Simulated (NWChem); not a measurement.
Species: BeHSeBr; SMILES [Be]([Br])[SeH]

```xyz
4

Be    -0.0054     0.0475     0.0028
Br    -0.0997    -1.9110     0.0033
Se     0.1280     2.0711     0.0023
H     -1.3432     2.1721    -0.0036
```
Atoms are numbered in this order, from 1.

Computed with NWChem. Pople sets run with spherical d functions. The geometry was optimised at PBE0/def2-SVP. GIAO values for the isolated, static molecule; σ is the absolute isotropic shielding, δ = σ(reference) − σ with the isolated reference molecule computed at the same levels (1H: tetramethylsilane). Spin-orbit effects, on the heavy nuclei and on their neighbours, are missing.

```tsv
level	σ Be1 (ppm)	σ Br2 (ppm)	σ Se3 (ppm)	δ H4 (ppm)
LDA (Slater exchange, VWN5)/pcSseg-1	___	___	___	___
PBE0/pcSseg-1	85.5	2603.1	2249.3	0.48
B3LYP/6-311G**	82.3	2612.0	2215.6	0.22
```

Problem. Some entries are withheld; supply them.

Solution. 
- LDA (Slater exchange, VWN5)/pcSseg-1, σ Be1 (ppm): 80.0
- LDA (Slater exchange, VWN5)/pcSseg-1, σ Br2 (ppm): 2513.2
- LDA (Slater exchange, VWN5)/pcSseg-1, σ Se3 (ppm): 2199.2
- LDA (Slater exchange, VWN5)/pcSseg-1, δ H4 (ppm): 0.68
